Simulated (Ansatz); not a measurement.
```yaml
crystal:
  periodic: [false, false, false]
  atoms:
    - {symbol: O, position_ang: [-0.195294, -1.217324, 0.792341]}
    - {symbol: Mo, position_ang: [-0.065915, 0.544404, 0.093075]}
    - {symbol: O, position_ang: [1.611611, 0.025713, -0.420103]}
    - {symbol: F, position_ang: [-1.825536, 0.200752, 0.034083]}
    - {symbol: F, position_ang: [-0.339235, 1.286777, -1.748845]}
    - {symbol: S, position_ang: [0.272010, 1.880916, 1.521217]}
    - {symbol: H, position_ang: [-1.256436, -1.582302, 0.967993]}
    - {symbol: H, position_ang: [1.935144, -0.756963, -0.826384]}
basis:
  gaussian: {orbitals: STO-3G}
magnetization: {spin_polarized: true, initial_magnetization: 6}
hamiltonian: {xc: {name: r2SCAN50}}
```

```sh
$ ansatz run in.yaml --threads 4 --pin off --events-out ev --progress --plain --max-ram 11315MiB
```

It prints (some lines left out):

```
Functional definition: r2SCAN50
759 factors; integrals over basis functions are off by at most 2.0e-4 eV
mean field evaluation 1: about -127279.7336 eV, gradient 2.4e1 eV
mean field evaluation 2: about -127226.3513 eV, gradient 7.2e1 eV
mean field evaluation 4: about -127285.5090 eV, gradient 7.1e0 eV
mean field evaluation 8: about -127286.7084 eV, gradient 2.0e0 eV
mean field evaluation 16: about -127287.0759 eV, gradient 2.4e-1 eV
mean field evaluation 32: about -127287.1134 eV, gradient 2.1e-5 eV
mean field -127287.11988564 eV, -4677.7153774885 hartree, gradient 3.0e-6 eV, S^2 12.008167; 12 other end points of the search recorded, 0 dependent functions left out
reference -127287.11988916 eV, -4677.7153776181 hartree; 50, 44 occupied and 8, 14 virtual orbitals, 759 factors
Total energy: -127287.11988916 eV, -4677.7153776181 hartree
```

In this input the spin is set far too high for this molecule. The run converged. The result belongs to that input, not to the molecule as meant.
